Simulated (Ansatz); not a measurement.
A run of Ansatz (development build ahead of 0.2.0) on singlet CuH at this shape:

```tsv
atom	x (Å)	y (Å)	z (Å)
Cu	0.0001	0.0465	0.0862
H	-0.0836	-0.0286	1.2758
```

Its results:

```json
{
 "Converged": "yes",
 "Reference energy": "-1620.82532 hartree",
 "Correlation energy": "-0.04891 hartree",
 "Total energy": "-1620.87423 hartree",
 "Spin squared of the determinant": "0.000"
}
```

Question: Which input gives this output? Name the method, the orbitals and the basis set, and write the input.

Answer: RHF-MP2 in STO-3G. An unrestricted run that stays on the closed shell gives the same numbers.

```yaml
crystal:
  periodic: [false, false, false]
  atoms:
    - { symbol: Cu, position_ang: [7.0e-05, 0.04651, 0.08617] }
    - { symbol: H, position_ang: [-0.08361, -0.02858, 1.27579] }
basis:
  gaussian: { orbitals: STO-3G }
hamiltonian:
  xc: hf
correlation:
  method: mp2
  frozen_orbitals: { Cu: 5, H: 0 }
```
